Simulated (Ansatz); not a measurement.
Cost and result up the ladder for Zn13H30S13 (56 atoms). The state is a singlet with charge 0. Geometry: PBE-D4/def2-SVP.

Cartesian coordinates in Å:
```
Zn 1.642 2.475 1.403
Zn -1.579 0.596 4.516
Zn -1.577 3.108 3.472
Zn -1.198 2.896 -0.986
Zn -3.769 0.840 1.976
Zn 3.145 -1.525 2.569
Zn 4.915 -0.175 -0.120
Zn 2.027 1.422 -2.159
Zn 3.966 -2.700 -0.473
Zn -0.276 -0.757 0.194
Zn -3.422 -0.740 -3.314
Zn -0.323 -1.915 -3.879
Zn -1.840 1.184 -4.406
S 0.483 1.663 3.444
S 3.381 0.659 1.638
S 1.141 -1.490 4.219
S 0.486 1.335 -0.343
S -1.708 -0.535 2.122
S -2.450 2.668 1.195
S -2.869 1.454 -2.125
S -4.589 -0.508 -0.085
S 1.650 -2.126 0.681
S 3.257 -0.724 -1.932
S 0.408 0.353 -3.776
S 1.484 -3.399 -2.752
S -1.491 -1.597 -1.712
H 2.166 3.940 1.446
H -1.459 -0.406 5.698
H -1.448 4.568 4.000
H -2.605 1.855 4.128
H -1.041 4.341 -1.542
H -4.963 0.760 2.981
H 4.168 -2.498 3.235
H 6.190 0.634 -0.505
H 4.876 -1.776 0.580
H 2.845 2.631 -2.702
H 4.064 -4.143 -1.043
H -4.789 -1.454 -3.117
H -0.856 -2.795 -5.054
H -1.994 2.350 -5.428
H -2.408 -0.457 -4.611
H 1.048 2.513 4.347
H 4.336 1.215 2.434
H 1.615 -0.723 5.239
H 1.612 -2.639 4.796
H -2.140 -1.790 2.423
H -3.351 3.689 1.168
H -3.662 2.436 -2.638
H -5.480 0.345 -0.659
H -5.560 -1.083 0.691
H 1.171 -3.362 0.990
H 4.237 -0.491 -2.850
H 0.991 0.529 -4.994
H 2.518 -3.322 -3.633
H 0.961 -4.496 -3.382
H -1.936 -2.835 -1.366
```

Ansatz on 11 threads of AMD EPYC 7R13 on a shared host and a whole NVIDIA H100 80GB HBM3. Times are rough, and most runs start from the orbitals of an earlier one. PBE0-D4/def2-TZVP serves as the yardstick here, not as an exact answer. Differences are given only for rows in sets of like size (and for xTB, whose basis is part of the method), since another set adds its own error. Binding counts from free atoms at the same level (Zn singlet, S triplet, H doublet; other spins of the atoms weren't run), without zero-point energy or a counterpoise term.

Single mean-field runs in def2-SVP, def2-TZVP are fitted with def2-universal-jkfit.

```csv
level,functions,wall time,binding energy per atom (eV),difference from PBE0-D4/def2-TZVP (eV)
PBE-D4/def2-SVP,787,8.5 s,2.43,–
PBE0-D4/def2-SVP,787,8.5 s,2.42,–
PBE-D4/def2-TZVP (with forces),1285,11 s,2.34,0.00
r2SCAN-D4/def2-TZVP (with forces),1285,14 s,2.41,0.06
PBE0-D4/def2-TZVP,1285,15 s,2.35,0.00
```
